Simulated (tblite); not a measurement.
A geometry optimisation, step by step.

Compound: CH11AsSi3 (charge +1 and doublet state).
Bonds: C1–As2, As2–Si3, Si3–Si4, Si4–Si5. Hydrogens: H6, H7, H8 on C1; H9 on As2; H10, H11 on Si3; H12, H13 on Si4; H14, H15, H16 on Si5.

Computed with GFN2-xTB (tblite), gas phase: L-BFGS steps from a force-field or distance-geometry start until the largest atomic force falls under 0.01 eV/Å. 9 of its 176 geometries are shown.

Step 0: E = -403.1668 eV, largest atomic force 2.665 eV/Å
```
atom  x, y, z in Å  |  force x, y, z in eV/Å
C1     -3.415    0.796   -0.801   -1.231   0.658   1.038
As2    -1.974   -0.494   -0.849   -0.274  -1.433  -0.608
Si3     0.138    0.448   -0.920   -0.639   1.298  -1.541
Si4     1.341   -0.492    0.679   -0.539  -1.957   1.548
Si5     3.225    0.604    1.092    2.368   1.170   0.353
H6     -4.163    0.461   -0.028    0.496   0.225  -0.695
H7     -3.973    0.864   -1.776    0.767  -0.023   0.813
H8     -3.085    1.807   -0.457   -0.159  -0.623  -0.504
H9     -2.084   -1.425    0.401   -0.014   0.859  -0.315
H10     0.704    0.099   -2.235   -0.147   0.089   0.055
H11     0.107    1.916   -0.818   -0.110   0.015  -0.121
H12     0.477   -0.622    1.881    0.090  -0.086  -0.100
H13     1.684   -1.863    0.286   -0.151  -0.140   0.016
H14     3.960    0.787   -0.186   -0.244   0.009   0.295
H15     3.002    1.904    1.747   -0.042  -0.177  -0.134
H16     4.048   -0.246    1.971   -0.170   0.117  -0.100
```

Step 22: E = -403.9581 eV, largest atomic force 0.183 eV/Å
```
atom  x, y, z in Å  |  force x, y, z in eV/Å
C1     -3.365    0.745   -0.775   -0.028   0.031   0.041
As2    -2.072   -0.725   -1.020    0.140   0.112   0.038
Si3     0.035    0.458   -1.034   -0.146  -0.050   0.040
Si4     1.303   -0.587    0.765   -0.008   0.068  -0.089
Si5     3.320    0.640    1.110    0.030   0.010   0.000
H6     -4.117    0.425   -0.056   -0.053  -0.025  -0.002
H7     -3.879    0.966   -1.710    0.090  -0.047  -0.037
H8     -2.923    1.670   -0.408    0.097  -0.021   0.019
H9     -1.986   -1.073    0.440    0.003  -0.015  -0.004
H10     0.726    0.232   -2.309   -0.010   0.054   0.011
H11    -0.071    1.915   -0.839    0.007  -0.039  -0.037
H12     0.450   -0.707    1.950   -0.068   0.026   0.072
H13     1.490   -1.973    0.334    0.003  -0.100  -0.028
H14     3.962    0.819   -0.187   -0.023   0.017  -0.065
H15     2.981    1.915    1.733   -0.051   0.035  -0.009
H16     4.137   -0.177    1.995    0.015  -0.058   0.050
```

Step 44: E = -403.9953 eV, largest atomic force 0.089 eV/Å
```
atom  x, y, z in Å  |  force x, y, z in eV/Å
C1     -3.247    0.720   -0.751    0.008  -0.033  -0.009
As2    -2.001   -0.790   -0.926    0.002  -0.023  -0.030
Si3     0.010    0.481   -1.033    0.003   0.048  -0.024
Si4     1.248   -0.604    0.746    0.009  -0.052   0.053
Si5     3.266    0.631    1.057    0.013   0.008   0.019
H6     -4.130    0.407   -0.196   -0.015  -0.018   0.002
H7     -3.572    1.029   -1.743    0.008   0.068  -0.019
H8     -2.796    1.569   -0.241   -0.055   0.025   0.020
H9     -1.908   -1.069    0.547    0.003  -0.001   0.024
H10     0.683    0.339   -2.329   -0.010   0.002   0.013
H11    -0.149    1.934   -0.815    0.021  -0.086  -0.001
H12     0.386   -0.639    1.942    0.029   0.014  -0.027
H13     1.350   -2.022    0.360   -0.001   0.056   0.003
H14     3.892    0.825   -0.248   -0.025  -0.004  -0.003
H15     2.868    1.900    1.665    0.011  -0.003  -0.018
H16     4.092   -0.168    1.955    0.000  -0.002  -0.003
```

Step 66: E = -404.0133 eV, largest atomic force 0.048 eV/Å
```
atom  x, y, z in Å  |  force x, y, z in eV/Å
C1     -3.257    0.716   -0.754    0.010   0.031   0.006
As2    -2.010   -0.794   -0.923    0.015   0.008  -0.007
Si3     0.008    0.461   -1.023    0.010   0.017   0.010
Si4     1.251   -0.602    0.780    0.009   0.019   0.010
Si5     3.269    0.645    1.029    0.008  -0.013  -0.004
H6     -4.236    0.332   -0.458    0.021   0.026  -0.024
H7     -3.367    1.209   -1.720   -0.021  -0.010   0.030
H8     -2.939    1.452   -0.014   -0.016  -0.042  -0.018
H9     -1.923   -1.075    0.551   -0.015  -0.006   0.000
H10     0.659    0.321   -2.330    0.005  -0.010   0.012
H11    -0.061    1.911   -0.769   -0.028  -0.014  -0.006
H12     0.394   -0.595    1.975   -0.014  -0.002   0.023
H13     1.336   -2.024    0.422    0.005  -0.004  -0.002
H14     3.829    0.784   -0.313    0.012   0.023   0.003
H15     2.915    1.934    1.621   -0.011  -0.008  -0.032
H16     4.125   -0.132    1.917    0.009  -0.017   0.000
```

Step 88: E = -404.0184 eV, largest atomic force 0.017 eV/Å
```
atom  x, y, z in Å  |  force x, y, z in eV/Å
C1     -3.260    0.721   -0.759   -0.006   0.012  -0.006
As2    -2.019   -0.791   -0.951    0.006  -0.010   0.005
Si3     0.002    0.462   -0.989    0.009  -0.004   0.003
Si4     1.250   -0.586    0.813   -0.004  -0.013   0.002
Si5     3.288    0.638    1.004    0.007   0.006   0.000
H6     -4.259    0.335   -0.553    0.007   0.002   0.006
H7     -3.309    1.278   -1.695    0.001   0.000   0.010
H8     -2.980    1.398    0.047   -0.006  -0.013  -0.009
H9     -1.967   -1.124    0.515    0.001   0.002  -0.016
H10     0.701    0.310   -2.270   -0.005   0.002   0.001
H11    -0.133    1.912   -0.774   -0.001   0.007   0.006
H12     0.409   -0.577    2.021    0.001   0.004  -0.011
H13     1.339   -2.010    0.459   -0.006   0.009   0.010
H14     3.846    0.777   -0.339   -0.007  -0.006  -0.010
H15     2.932    1.936    1.572    0.005   0.005   0.003
H16     4.150   -0.136    1.888    0.000  -0.002   0.005
```

Step 109: E = -404.0205 eV, largest atomic force 0.019 eV/Å
```
atom  x, y, z in Å  |  force x, y, z in eV/Å
C1     -3.248    0.708   -0.761    0.002  -0.001  -0.005
As2    -2.005   -0.794   -1.015    0.005  -0.002   0.003
Si3     0.007    0.476   -0.967   -0.002   0.003   0.002
Si4     1.227   -0.559    0.861   -0.002  -0.008  -0.001
Si5     3.297    0.627    0.976   -0.004  -0.001  -0.001
H6     -4.255    0.319   -0.614   -0.006  -0.014   0.007
H7     -3.261    1.327   -1.657   -0.005   0.006  -0.007
H8     -2.992    1.327    0.098    0.004  -0.003   0.008
H9     -1.972   -1.209    0.430    0.006   0.009  -0.010
H10     0.723    0.379   -2.244    0.004  -0.010   0.009
H11    -0.166    1.917   -0.719    0.002   0.008   0.004
H12     0.373   -0.498    2.058    0.007   0.017  -0.003
H13     1.294   -1.997    0.564   -0.004   0.003  -0.008
H14     3.807    0.707   -0.391    0.002   0.001  -0.001
H15     2.989    1.950    1.514    0.002  -0.006  -0.001
H16     4.175   -0.137    1.855   -0.010  -0.003   0.002
```

Step 131: E = -404.0233 eV, largest atomic force 0.030 eV/Å
```
atom  x, y, z in Å  |  force x, y, z in eV/Å
C1     -3.257    0.671   -0.750   -0.019   0.012   0.009
As2    -1.964   -0.766   -1.108    0.002  -0.012  -0.002
Si3     0.021    0.530   -0.960   -0.002   0.030  -0.001
Si4     1.189   -0.513    0.896   -0.006   0.010   0.003
Si5     3.305    0.593    0.945   -0.001  -0.018  -0.003
H6     -4.243    0.232   -0.590    0.012  -0.003  -0.009
H7     -3.324    1.330   -1.615    0.000  -0.002   0.005
H8     -3.000    1.259    0.129    0.006  -0.002   0.000
H9     -1.924   -1.280    0.304    0.012   0.001   0.002
H10     0.811    0.458   -2.194   -0.010  -0.005   0.001
H11    -0.164    1.964   -0.683   -0.007  -0.015  -0.011
H12     0.351   -0.344    2.094    0.000  -0.006  -0.010
H13     1.172   -1.964    0.660    0.003   0.015   0.000
H14     3.810    0.619   -0.426    0.001  -0.011  -0.004
H15     3.058    1.941    1.446   -0.005   0.014   0.010
H16     4.151   -0.186    1.841    0.015  -0.007   0.010
```

Step 153: E = -404.0262 eV, largest atomic force 0.025 eV/Å
```
atom  x, y, z in Å  |  force x, y, z in eV/Å
C1     -3.260    0.616   -0.722    0.019  -0.007  -0.013
As2    -1.911   -0.738   -1.180   -0.006  -0.002  -0.011
Si3     0.032    0.617   -0.972   -0.008  -0.013   0.002
Si4     1.140   -0.416    0.926    0.004   0.006   0.004
Si5     3.328    0.537    0.943   -0.011  -0.002   0.022
H6     -4.226    0.125   -0.599   -0.013   0.000   0.008
H7     -3.355    1.334   -1.536   -0.002   0.011  -0.003
H8     -3.024    1.146    0.200   -0.006   0.007   0.009
H9     -1.842   -1.339    0.195    0.010  -0.013   0.010
H10     0.869    0.544   -2.174   -0.006   0.002  -0.003
H11    -0.224    2.045   -0.736    0.000   0.010   0.001
H12     0.292   -0.184    2.105    0.004   0.004  -0.014
H13     1.051   -1.870    0.720    0.005  -0.004   0.003
H14     3.811    0.464   -0.434    0.014   0.012  -0.012
H15     3.170    1.918    1.395    0.010  -0.013  -0.010
H16     4.143   -0.255    1.857   -0.015   0.000   0.005
```

Step 175: E = -404.0277 eV, largest atomic force 0.009 eV/Å
```
atom  x, y, z in Å  |  force x, y, z in eV/Å
C1     -3.264    0.602   -0.703   -0.002  -0.004   0.001
As2    -1.911   -0.739   -1.187   -0.007  -0.003   0.003
Si3     0.024    0.631   -1.003    0.003   0.008   0.004
Si4     1.136   -0.383    0.901   -0.002  -0.005   0.001
Si5     3.340    0.526    0.961    0.001  -0.004  -0.005
H6     -4.224    0.104   -0.567    0.005   0.005  -0.005
H7     -3.375    1.322   -1.513   -0.003  -0.003   0.004
H8     -3.021    1.132    0.217    0.007  -0.002   0.004
H9     -1.811   -1.350    0.183   -0.004  -0.003  -0.006
H10     0.850    0.562   -2.213   -0.003   0.001   0.000
H11    -0.250    2.058   -0.771    0.006  -0.005  -0.005
H12     0.269   -0.135    2.065    0.007   0.002  -0.004
H13     1.050   -1.840    0.714   -0.003   0.007   0.000
H14     3.865    0.438   -0.400   -0.001   0.001   0.005
H15     3.218    1.912    1.403   -0.003  -0.004   0.001
H16     4.094   -0.296    1.902    0.000   0.006   0.003
```

Q: Summarise the path.

A: The energy falls by 0.8609 eV from step 0 to step 175; nine tenths of that is first reached at step 16. It falls at every step. The largest force goes from 2.665 to 0.009 eV/Å. Among the bonds Si3–Si4 changes most, from 2.211 to 2.427 Å; the atoms move by 0.511 Å rms after alignment.

Q: Follow the three bonds and two angles with the largest change from start to end.

A: 
```csv
step,E above end (eV),largest force (eV/Å),Si3–Si4 (Å),Si4–Si5 (Å),As2–Si3 (Å),C1–As2–Si3 (°),C1–As2–H9 (°)
0,0.8609,2.665,2.211,2.218,2.313,114.2,109.0
8,0.1538,0.313,2.408,2.367,2.403,105.3,98.4
15,0.0885,0.175,2.437,2.406,2.383,103.7,95.9
23,0.0663,0.157,2.430,2.383,2.413,101.9,95.0
30,0.0495,0.174,2.433,2.400,2.391,100.1,94.8
38,0.0375,0.105,2.435,2.381,2.381,98.1,95.7
46,0.0306,0.097,2.421,2.387,2.383,97.4,95.3
53,0.0247,0.076,2.430,2.380,2.372,97.0,94.9
61,0.0169,0.054,2.436,2.382,2.378,98.1,95.2
68,0.0137,0.048,2.438,2.385,2.379,97.9,95.7
76,0.0104,0.022,2.432,2.386,2.378,98.0,95.3
84,0.0096,0.033,2.428,2.389,2.380,97.9,95.6
91,0.0090,0.022,2.432,2.384,2.378,97.7,95.6
99,0.0085,0.035,2.423,2.387,2.378,97.3,95.5
107,0.0076,0.043,2.428,2.387,2.380,97.1,95.7
114,0.0066,0.042,2.428,2.387,2.377,97.1,95.8
122,0.0057,0.050,2.429,2.388,2.377,97.3,95.3
129,0.0047,0.042,2.428,2.387,2.375,97.9,95.6
137,0.0037,0.041,2.432,2.387,2.375,98.0,95.7
145,0.0026,0.029,2.428,2.383,2.376,98.1,96.0
152,0.0017,0.023,2.429,2.387,2.376,98.4,95.4
160,0.0009,0.025,2.428,2.384,2.378,98.4,95.4
167,0.0004,0.024,2.428,2.385,2.379,98.5,95.6
175,0.0000,0.009,2.427,2.385,2.378,98.5,95.6
```

What follows is the cost of the whole relaxation. On one thread, AMD EPYC 9R45 (x86_64), shared host with 192 logical CPUs at a one-minute load of 69, this took 1.0 s.
